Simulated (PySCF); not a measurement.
PySCF job for SbF2, SMILES [F][Sb][F], multiplicity 2, TDA-ωB97X/def2-SVPD. Geometry optimised at B3LYP-D3(BJ)/def2-TZVP. The multiplicity is an assumed one; other spin states were not compared. The isomer is the one that the SMILES or the coordinates give; other isomers of the formula were not compared. The def2 effective core potentials stand for the cores of Sb; spin–orbit coupling is left out.

```python
import numpy as np
from pyscf import gto, scf, dft, tdscf

mol = gto.M(
    atom='''
    Sb    0.00000000    0.00000000    0.33747658
    F     0.00000000   -1.41968307   -0.95618365
    F     0.00000000    1.41968307   -0.95618365
    ''',
    basis='def2-SVPD',
    ecp={'Sb': 'def2-svp'},
    charge=0,
    spin=1,
    max_memory=1600,
    verbose=4,
)
mf = dft.UKS(mol, xc='wb97x').density_fit(auxbasis='def2-universal-jkfit')
mf.grids.level = 3
mf.conv_tol = 1e-9
mf.max_cycle = 100
mf.kernel()
fine, coarse = mf.grids, dft.Grids(mol).set(level=1).build(with_non0tab=True)
for _ in range(3):  # follow internal instabilities
    mf.grids = coarse
    mo, _, stable, _ = mf.stability(return_status=True, nroots=4)
    mf.grids = fine
    if stable:
        break
    mf.kernel(mf.make_rdm1(mo, mf.mo_occ))
mf.grids = dft.Grids(mol).set(level=1).build(with_non0tab=True)  # coarser grid for the response kernel
td = tdscf.TDA(mf)
td.nstates = 10
td.conv_tol = 1e-4
td.positive_eig_threshold = 1e-6
td.kernel(x0=td.get_init_guess(mf, 15))
td.analyze(verbose=3)
```

It prints:

```
PySCF version 2.14.0

[INPUT] verbose = 4
[INPUT] num. atoms = 3
[INPUT] num. electrons = 41
[INPUT] charge = 0
[INPUT] spin (= nelec alpha-beta = 2S) = 1
[INPUT] symmetry False subgroup None
[INPUT] Mole.unit = angstrom
[INPUT] Symbol           X                Y                Z      unit          X                Y                Z       unit  Magmom
[INPUT]  1 Sb     0.000000000000   0.000000000000   0.337476580000 AA    0.000000000000   0.000000000000   0.637738309655 Bohr   0.0
[INPUT]  2 F      0.000000000000  -1.419683070000  -0.956183650000 AA    0.000000000000  -2.682812185982  -1.806925223287 Bohr   0.0
[INPUT]  3 F      0.000000000000   1.419683070000  -0.956183650000 AA    0.000000000000   2.682812185982  -1.806925223287 Bohr   0.0

nuclear repulsion = 129.15884027935
number of shells = 30
number of NR pGTOs = 133
number of NR cGTOs = 78
basis = def2-SVPD
ecp = {'Sb': 'def2-svp'}


[settings echo left out]
init E= -413.904100094295
  alpha nocc = 21  HOMO = -0.80696899904396  LUMO = -0.685413073994961
  beta  nocc = 20  HOMO = -0.978465500392641  LUMO = -0.80696899904396

WARN: HOMO -0.80696899904396 >= LUMO -0.80696899904396

cycle= 1 E= -439.234657318181  delta_E= -25.3  |g|= 1.33  |ddm|= 7.43
  alpha nocc = 21  HOMO = -0.139658863792597  LUMO = 0.115506508497552
  beta  nocc = 20  HOMO = -0.306274930646076  LUMO = 0.0750727536588798
  HOMO = -0.139658863793  LUMO = 0.0750727536589  gap/eV = 5.84314
cycle= 2 E= -439.714902366214  delta_E= -0.48  |g|= 0.641  |ddm|= 4.35
  alpha nocc = 21  HOMO = -0.287371309464127  LUMO = 0.028805325313833
  beta  nocc = 20  HOMO = -0.420503599557243  LUMO = -0.0381185321194977
  HOMO = -0.287371309464  LUMO = -0.0381185321195  gap/eV = 6.78251
cycle= 3 E= -439.813663113409  delta_E= -0.0988  |g|= 0.193  |ddm|= 0.846
  alpha nocc = 21  HOMO = -0.303792472822305  LUMO = 0.016291328407295
  beta  nocc = 20  HOMO = -0.455853243814836  LUMO = -0.0504272682378968
  HOMO = -0.303792472822  LUMO = -0.0504272682379  gap/eV = 6.89442
cycle= 4 E= -439.824727969913  delta_E= -0.0111  |g|= 0.0511  |ddm|= 0.128
  alpha nocc = 21  HOMO = -0.313272147436052  LUMO = 0.0106804397934717
  beta  nocc = 20  HOMO = -0.459129864055591  LUMO = -0.0577290376291941
  HOMO = -0.313272147436  LUMO = -0.0577290376292  gap/eV = 6.95368
cycle= 5 E= -439.825780067812  delta_E= -0.00105  |g|= 0.00502  |ddm|= 0.0504
  alpha nocc = 21  HOMO = -0.31430506949112  LUMO = 0.00996390775600986
  beta  nocc = 20  HOMO = -0.460512938081081  LUMO = -0.0587051665102898
  HOMO = -0.314305069491  LUMO = -0.0587051665103  gap/eV = 6.95523
cycle= 6 E= -439.825819024604  delta_E= -3.9e-05  |g|= 0.00135  |ddm|= 0.0137
  alpha nocc = 21  HOMO = -0.314300986225525  LUMO = 0.00990443895471316
  beta  nocc = 20  HOMO = -0.460458989685513  LUMO = -0.0587698120782534
  HOMO = -0.314300986226  LUMO = -0.0587698120783  gap/eV = 6.95336
cycle= 7 E= -439.825821738523  delta_E= -2.71e-06  |g|= 0.000455  |ddm|= 0.00312
  alpha nocc = 21  HOMO = -0.314334120032051  LUMO = 0.00990803682992336
  beta  nocc = 20  HOMO = -0.460425982251568  LUMO = -0.0588201833768309
  HOMO = -0.314334120032  LUMO = -0.0588201833768  gap/eV = 6.95289
cycle= 8 E= -439.825822126707  delta_E= -3.88e-07  |g|= 9.01e-05  |ddm|= 0.00135
  alpha nocc = 21  HOMO = -0.314324206332053  LUMO = 0.00992076483832349
  beta  nocc = 20  HOMO = -0.460417969433269  LUMO = -0.0588072389657341
  HOMO = -0.314324206332  LUMO = -0.0588072389657  gap/eV = 6.95297
cycle= 9 E= -439.825822141454  delta_E= -1.47e-08  |g|= 1.92e-05  |ddm|= 0.000373
  alpha nocc = 21  HOMO = -0.31432481391149  LUMO = 0.00991827894716124
  beta  nocc = 20  HOMO = -0.460419964896534  LUMO = -0.058808154385968
  HOMO = -0.314324813911  LUMO = -0.058808154386  gap/eV = 6.95296
cycle= 10 E= -439.825822142261  delta_E= -8.07e-10  |g|= 6.35e-06  |ddm|= 7.39e-05
  alpha nocc = 21  HOMO = -0.31432467465903  LUMO = 0.00991839286988849
  beta  nocc = 20  HOMO = -0.460420234359514  LUMO = -0.0588083389156822
  HOMO = -0.314324674659  LUMO = -0.0588083389157  gap/eV = 6.95295
Extra cycle  E= -439.825822142346  delta_E= -8.53e-11  |g|= 3.49e-06  |ddm|= 1.69e-05
converged SCF energy = -439.825822142346  <S^2> = 0.75303788  2S+1 = 2.0030356
tot grids = 18632
uhf_internal: lowest eigs of H = [0.19116089 0.24257675 0.39512046 0.40899723]
<class 'pyscf.df.df_jk.DFUKS'> wavefunction is stable in the internal stability analysis
tot grids = 18632
Overwritten attributes  positive_eig_threshold  of <class 'pyscf.tdscf.uks.TDA'>


******** <class 'pyscf.tdscf.uks.TDA'> for <class 'pyscf.df.df_jk.DFUKS'> ********
nstates = 10
deg_eia_thresh = 1.000e-03
wfnsym = None
conv_tol = 0.0001
eigh lindep = 1e-12
eigh level_shift = 0
eigh max_cycle = 100


Excitation energies (eV)
[2.60243398 3.36683759 5.30882602 6.14096193 6.42749003 6.48276274
 6.67173618 7.17969884 7.28699696 7.29456504]

** Excitation energies and oscillator strengths **
Excited State   1:      2.60243 eV    476.42 nm  f=0.0000
Excited State   2:      3.36684 eV    368.25 nm  f=0.0049
Excited State   3:      5.30883 eV    233.54 nm  f=0.0426
Excited State   4:      6.14096 eV    201.90 nm  f=0.1413
Excited State   5:      6.42749 eV    192.90 nm  f=0.0000
Excited State   6:      6.48276 eV    191.25 nm  f=0.0002
Excited State   7:      6.67174 eV    185.83 nm  f=0.0001
Excited State   8:      7.17970 eV    172.69 nm  f=0.0001
Excited State   9:      7.28700 eV    170.14 nm  f=0.0007
Excited State  10:      7.29457 eV    169.97 nm  f=0.0021
```

The run converged.
